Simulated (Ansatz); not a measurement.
`C=CCCCCCCCCC[S][Cu]` with charge -1. Total charge -1; doublet. Geometry PBE-D4/def2-SVP, that of the neutral singlet.

Cartesian coordinates in Å:
```
C 2.2983 -5.3147 -0.8546
C 1.6157 -4.3481 -1.4938
C 2.1539 -2.9834 -1.8249
C 1.4489 -1.8240 -1.0908
C -0.0285 -1.6393 -1.4570
C -0.7286 -0.4948 -0.7111
C -0.2137 0.9079 -1.0582
C -0.9775 2.0525 -0.3786
C -0.8371 2.1012 1.1471
C -1.5575 3.2929 1.7839
C -1.4042 3.3719 3.3021
S -2.3705 4.7186 4.1057
Cu -1.8549 6.3256 2.8223
H 1.8447 -6.2929 -0.6307
H 3.3431 -5.1621 -0.5335
H 0.5722 -4.5550 -1.7965
H 3.2401 -2.9553 -1.5941
H 2.0615 -2.8109 -2.9224
H 1.5379 -1.9844 0.0071
H 2.0065 -0.8882 -1.3101
H -0.1151 -1.4721 -2.5556
H -0.5789 -2.5824 -1.2512
H -0.6356 -0.6722 0.3835
H -1.8191 -0.5348 -0.9295
H 0.8648 0.9922 -0.7970
H -0.2670 1.0421 -2.1617
H -2.0573 1.9851 -0.6437
H -0.6265 3.0212 -0.7989
H 0.2439 2.1326 1.4151
H -1.2304 1.1623 1.5953
H -2.6404 3.2711 1.5328
H -1.1712 4.2472 1.3468
H -1.7848 2.4364 3.7692
H -0.3328 3.4537 3.5831
```

At PBE-D4/def2-SVP, PBE0-D4/def2-SVP the highest occupied level of the charge -1 doublet lies above zero (up to 1.48 eV). By energy differences its removal costs 0.40 eV (vertical, to the charge 0 singlet, at PBE0-D4/def2-SVP). At PBE-D4/def2-SVP an occupied level of the charge -1 doublet lies above an empty one (by up to 0.00 eV), so this SCF solution is probably not the lowest. At PBE-D4/def2-SVP the gap within one spin of the charge -1 doublet nearly closes, so an electron or hole may be smeared out by delocalisation error.

(1) Estimate the α-spin orbital energies around the gap (eV) in Ansatz with PBE-D4/def2-SVP, PBE0-D4/def2-SVP.

Answers

(1) 
```csv
orbital,PBE-D4/def2-SVP,PBE0-D4/def2-SVP
HOMO−5,-0.22,-1.58
HOMO−4,-0.15,-1.51
HOMO−3,0.04,-1.50
HOMO−2,0.05,-1.05
HOMO−1,0.46,-0.51
HOMO,1.48,1.25
LUMO,1.48,1.78
LUMO+1,3.18,3.64
LUMO+2,3.27,3.75
LUMO+3,3.47,4.10
LUMO+4,3.60,4.23
LUMO+5,3.99,4.55
β HOMO,0.57,-0.41
β LUMO,1.68,1.78
```
